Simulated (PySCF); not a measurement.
What builds the second ionisation energy along the noble gases

Calculated with PySCF 2.14 from differences of total energies of unrestricted determinants, without spin-orbit coupling. Each column adds one step, in eV (sums use unrounded values): valence MP2, valence CCSD, valence triples, then the next inner shell at CCSD(T) (Ne 1s, Ar 2s 2p, Kr 3s 3p 3d, Xe 4s 4p 4d). References (NIST) marked * lie between the lowest fine-structure levels; the others compare directly ((s) semi-empirical, (t) theoretical).

| element | UHF | + MP2 | + CCSD | + (T) | + inner shell | sum | reference |
| --- | --- | --- | --- | --- | --- | --- | --- |
| Ne [He] 2s2 2p5 → [He] 2s2 2p4 (x2c-TZVPPall with one added diffuse shell each of s, p, d type, spin-free X2C) | 39.269 | 1.453 | -0.065 | 0.026 | 0.010 | 40.693 | 40.963 * |
| Ar [Ne] 3s2 3p5 → [Ne] 3s2 3p4 (x2c-TZVPPall with one added diffuse shell each of s, p, d type, spin-free X2C) | 26.350 | 0.977 | -0.034 | 0.034 | 0.012 | 27.340 | 27.630 * |
| Kr [Ar] 3d10 4s2 4p5 → [Ar] 3d10 4s2 4p4 (x2c-TZVPPall with one added diffuse shell each of s, p, d type, spin-free X2C) | 23.237 | 0.824 | 0.005 | 0.030 | 0.028 | 24.124 | 24.360 * |
| Xe [Kr] 4d10 5s2 5p5 → [Kr] 4d10 5s2 5p4 (x2c-TZVPPall with one added diffuse shell each of s, p, d, f type, spin-free X2C) | 20.076 | 0.668 | 0.029 | 0.028 | 0.084 | 20.883 | 20.975 (s) * |

What remains against the references is mostly basis incompleteness and, for starred values, spin-orbit coupling.

These are valence bases, so the inner-shell step is incomplete.
